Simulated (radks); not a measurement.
Problem. These are the eigenvalues of the occupied orbitals of an atom or ion with whole-number occupations (eV). Method: non-relativistic Kohn-Sham, BLYP, spin-polarised, spherical densities, point nucleus; computed with a radial shooting solver on a logarithmic mesh with Libxc functionals.

| orbital | eigenvalue |
|---|---|
| 1s up | -2855.084 |
| 1s down | -2854.721 |
| 2s up | -357.8049 |
| 2s down | -357.3329 |
| 2p up | -299.2734 |
| 2p down | -298.8130 |
| 3s up | -107.1173 |

Which element is it, and in what charge state? The configuration may be excited. Open shells, if any, are filled with parallel spins first.

Solution. Z = 17, chlorine, charge +6: Cl6+ in [Ne] 3s1. The list shows which subshells hold electrons but not how many an open one holds; the 1s level, -104.92 hartree, gives Z - s = 14.5 by -(Z - s)^2/2, which with screening narrows Z to a few neighbours, and the depths of the outer levels then fix element, charge and occupations together.
